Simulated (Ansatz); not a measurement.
Geometry optimisation, RKS PBE/def2-SVP (Ansatz 0.2.0).

Input:

```yaml
crystal:
  periodic: [false, false, false]
  atoms:
    - { symbol: W, position_ang: [0.01749, 0.004275, -0.292309] }
    - { symbol: Cl, position_ang: [0.246062, 0.177141, 2.087281] }
    - { symbol: F, position_ang: [1.919876, 0.15369, -0.39621] }
    - { symbol: O, position_ang: [-0.168297, 1.869761, -0.148164] }
    - { symbol: H, position_ang: [-0.313805, 2.39251, 0.666063] }
    - { symbol: Cl, position_ang: [-2.286258, -0.233821, -0.564488] }
    - { symbol: O, position_ang: [0.144819, -1.828887, 0.135907] }
    - { symbol: H, position_ang: [0.16943, -2.197179, 1.041745] }
    - { symbol: O, position_ang: [0.207081, -0.127485, -2.172073] }
    - { symbol: H, position_ang: [1.082684, -0.123217, -2.60861] }
    - { symbol: H, position_ang: [-2.029984, 1.433357, 1.261662] }
    - { symbol: H, position_ang: [-1.902399, 1.599355, 1.953595] }
basis:
  gaussian: { orbitals: def2-SVP }
hamiltonian:
  xc: pbe
relax:
  f_tol: 0.03
  max_steps: 50
```

Launched with:

```bash
$ ansatz run input.yaml --threads 4 --pin off --max-ram 5120MiB --backend cpu --events-out ev --progress --plain --runs-dir out
```

Task: Where does it end, and by what steps?

Result: It converged. The force dipped under the threshold on the way, but the program's further checks kept it going. After 30 steps the energy has fallen by 0.402 eV; H11 moved furthest, 1.72 Å.

| step | energy less start (eV) | largest force component (eV/Å) | accepted |
| --- | --- | --- | --- |
| 0 | 0.0000 | 1.726 | yes |
| 2 | -0.2676 | 0.282 | yes |
| 4 | -0.3344 | 0.136 | yes |
| 6 | -0.3415 | 0.075 | yes |
| 8 | -0.3466 | 0.173 | yes |
| 10 | -0.3481 | 0.022 | yes |
| 12 | -0.3494 | 0.153 | yes |
| 14 | -0.3507 | 0.065 | yes |
| 16 | -0.3532 | 0.172 | yes |
| 18 | -0.3570 | 0.165 | yes |
| 20 | -0.3616 | 0.236 | yes |
| 22 | -0.3734 | 0.130 | yes |
| 24 | -0.3901 | 0.235 | yes |
| 26 | -0.3988 | 0.140 | yes |
| 28 | -0.4015 | 0.045 | yes |
| 30 | -0.4018 | 0.029 | yes |

```xyz
12
Properties=species:S:1:pos:R:3
W -0.024 -0.249 -0.445
Cl -0.344 -0.284 1.970
F 1.726 0.450 -0.139
O -0.763 1.461 -0.223
H -1.095 1.883 0.599
Cl -2.088 -1.084 -1.112
O 0.585 -1.992 -0.060
H 0.575 -2.382 0.837
O 0.519 -0.153 -2.254
H 1.410 0.145 -2.527
H -1.845 2.982 1.995
H -1.570 2.341 2.322
```

Whether the end is a true minimum wasn't checked by a vibrational analysis.

Time of the run: 51 s on 4 threads of Intel(R) Xeon(R) 6975P-C (Granite Rapids), on a shared host, peak memory 0.25 GiB.
